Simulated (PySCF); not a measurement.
Be(OH)(SMe) (CH4BeOS), SMILES C[S][Be][OH]. Heavy atoms are numbered as in [Be:1]([OH:2])[S:4][CH3:5]. Hydrogens are named by the atom that carries them.

Geometry optimised at PBE0-D3(BJ)/def2-SVP. Other conformers were not sampled.

Calculation: PySCF with PBE0/pcSseg-1.

GIAO shieldings, no solvent; atoms alike by connectivity are averaged. δ = σ(ref) − σ: ¹⁷O against H2O (σ = 334.2 ppm); ¹H against TMS (σ = 31.56 ppm); ³³S against H2S (σ = 716.7 ppm); ¹³C against TMS (σ = 186.3 ppm), references at their B3LYP-D3(BJ)/def2-TZVP geometries, non-relativistic.

### Question
Estimate the chemical shifts. (An estimate is asked for; the answer gives what the named calculation found.)

### Answer

```csv
nucleus,atoms,count,δ (ppm)
¹⁷O,O2 (OH),1,45.9
¹H,H on O2,1,2.52
¹H,H on C5,3,2.23
³³S,S4,1,-25.3
¹³C,C5 (CH3),1,11.3
```
